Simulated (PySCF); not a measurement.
## MgPb at ROHF-SCS-MP2

Computed with ROHF-SCS-MP2; Mg def2-SVP, Pb def2-SVP with ECP60; scalar-relativistic core potentials (PySCF 2.14).

* state: ³Σ⁻ (triplet), unpaired electrons π ↑↑
* bond length: 2.895 Å
* harmonic wavenumber: 175 cm⁻¹
* force constant: 0.387 mdyn/Å
* rotational constant Be: 0.09356 cm⁻¹
* anharmonicity ωexe: 2.01 cm⁻¹
* vibration–rotation constant αe: 0.00103 cm⁻¹
* well depth De to Mg + Pb: 0.49 eV
* dissociation energy D0: 0.48 eV

Correlated steps freeze 5 core orbitals. Correlated levels converge slowly with the basis: in double zeta they bind strong bonds too weakly, by up to about 1 eV, and carry superposition errors of some tenths. These are scalar-relativistic numbers at best; spin–orbit coupling would shift them, the dissociation energy most. The state was picked by a PBE0 search and need not be the measured ground state.
